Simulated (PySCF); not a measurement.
## ²⁹Si chemical shifts

Computational details: shielding tensors at PBE0/pcSseg-1 (GIAO), coordinates at the GFN2-xTB level, in PySCF 2.14 (non-relativistic, gas phase, rapidly exchanging positions averaged, single conformer).

Shieldings were converted by a linear fit to measured shifts: ²⁹Si: δ = 279.94 − 0.822σ (rms 8.9 ppm, 72 shifts, 25.8 ppm with the 6 outliers that the fit left out vs TMS, solution or neat liquid). Occasional misses reach two or three times the rms, and more in compound classes unlike the fitted ones.

Give the ²⁹Si shifts of `[SiH3]C[Si@H]1C[SiH2][SiH2]1`, `N#C[SiH2][SiH2]CCCF`, `Oc1ccsc1[SiH2][SiH2]O[SiH3]`, `S[SiH](Cl)Cl`, `F[Si@H]1[SiH2]CN1C1CC1`, `F[SiH2]N(C[SiH3])C1C=C1`, `C[Si@@H]1[SiH2]C[Si@@H]1[SiH3]`.

Answers


```tsv
compound	environment	δ (ppm)
[SiH3:1][CH2:2][Si@H:3]1[CH2:4][SiH2:5][SiH2:6]1	Si3: silicon bonded to 2 C, Si, H, in a 4-membered ring	-21.5
[SiH3:1][CH2:2][Si@H:3]1[CH2:4][SiH2:5][SiH2:6]1	Si5: silicon bonded to C, Si, 2 H, in a 4-membered ring	-59.3
[SiH3:1][CH2:2][Si@H:3]1[CH2:4][SiH2:5][SiH2:6]1	Si1: silicon bonded to C, 3 H	-70.0
[SiH3:1][CH2:2][Si@H:3]1[CH2:4][SiH2:5][SiH2:6]1	Si6: silicon bonded to 2 Si, 2 H, in a 4-membered ring	-73.9
[N:1]#[C:2][SiH2:3][SiH2:4][CH2:5][CH2:6][CH2:7][F:8]	Si4: silicon bonded to C, Si, 2 H	-67.0
[N:1]#[C:2][SiH2:3][SiH2:4][CH2:5][CH2:6][CH2:7][F:8]	Si3: silicon bonded to C, Si, 2 H	-88.5
[OH:1][c:2]1[cH:3][cH:4][s:5][c:6]1[SiH2:7][SiH2:8][O:9][SiH3:10]	Si8: silicon bonded to O, Si, 2 H	-37.1
[OH:1][c:2]1[cH:3][cH:4][s:5][c:6]1[SiH2:7][SiH2:8][O:9][SiH3:10]	Si10: silicon bonded to O, 3 H	-45.0
[OH:1][c:2]1[cH:3][cH:4][s:5][c:6]1[SiH2:7][SiH2:8][O:9][SiH3:10]	Si7: silicon bonded to C, Si, 2 H	-86.8
S[SiH](Cl)Cl	silicon bonded to 2 Cl, S, H	8.6
[F:1][Si@H:2]1[SiH2:3][CH2:4][N:5]1[CH:6]1[CH2:7][CH2:8]1	Si2: silicon bonded to F, N, Si, H, in a 4-membered ring	-11.8
[F:1][Si@H:2]1[SiH2:3][CH2:4][N:5]1[CH:6]1[CH2:7][CH2:8]1	Si3: silicon bonded to C, Si, 2 H, in a 4-membered ring	-58.1
[F:1][SiH2:2][N:3]([CH2:4][SiH3:5])[CH:6]1[CH:7]=[CH:8]1	Si2: silicon bonded to F, N, 2 H	-20.8
[F:1][SiH2:2][N:3]([CH2:4][SiH3:5])[CH:6]1[CH:7]=[CH:8]1	Si5: silicon bonded to C, 3 H	-72.7
[CH3:1][Si@@H:2]1[SiH2:3][CH2:4][Si@@H:5]1[SiH3:6]	Si2: silicon bonded to C, 2 Si, H, in a 4-membered ring	-31.7
[CH3:1][Si@@H:2]1[SiH2:3][CH2:4][Si@@H:5]1[SiH3:6]	Si3: silicon bonded to C, Si, 2 H, in a 4-membered ring	-48.1
[CH3:1][Si@@H:2]1[SiH2:3][CH2:4][Si@@H:5]1[SiH3:6]	Si5: silicon bonded to C, 2 Si, H, in a 4-membered ring	-56.6
[CH3:1][Si@@H:2]1[SiH2:3][CH2:4][Si@@H:5]1[SiH3:6]	Si6: silicon bonded to Si, 3 H	-102.4
```
